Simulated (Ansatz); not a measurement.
Reaction (substitution at a C–Ge bond): `C=[CH][GeH3]` + `N=O` → `C=CN=O` + GeH₄

Computed with Ansatz on PBE0-D4/def2-TZVP structures; ΔE is electronic, products minus reactants. CCSD(T)/CBS adds triple-zeta CCSD(T) − MP2 to the extrapolated MP2 energy (def2 sets, frozen cores). This one scheme is used for every species. DFT in def2-TZVPP. HSE06 is defined as in plane-wave codes. For Ge outer-core shells are correlated without core-valence functions, which leaves a few kJ/mol of doubt a bond. Scalar relativity is left out up to krypton. Each species was taken in one conformer, which may not be the lowest.

| level | ΔE (kcal/mol) |
| --- | --- |
| PBE-D4 | -7.4 |
| BHLYP-D4 | -4.7 |
| r2SCAN0 | -6.3 |
| HSE06 | -6.3 |
| CAM-B3LYP | -6.5 |
| RPA@PBE/def2-TZVPP | -0.6 |
| MP2/CBS(def2) | -2.4 |
| CCSD/CBS(def2) | -1.6 |

Task: What does CCSD(T)/CBS give? (Best estimate.)

Result: The calculation gave: -2.4 kcal/mol. The listed levels differ from it by -5.0, -2.3, -3.9, -3.9, -4.1, 1.8, 0.0, 0.8 kcal/mol.

Largest T1 diagnostic among the species: 0.015.

From PBE to PBE0 (25 % exact exchange), in def2-TZVPP and without D4, ΔE moves by +1.7 kcal/mol. In def2-TZVPP, CCSD(T) changes the Hartree–Fock value by +1.5 kcal/mol (the triples alone add −0.8 kcal/mol) and MP2 by +1.4 kcal/mol.
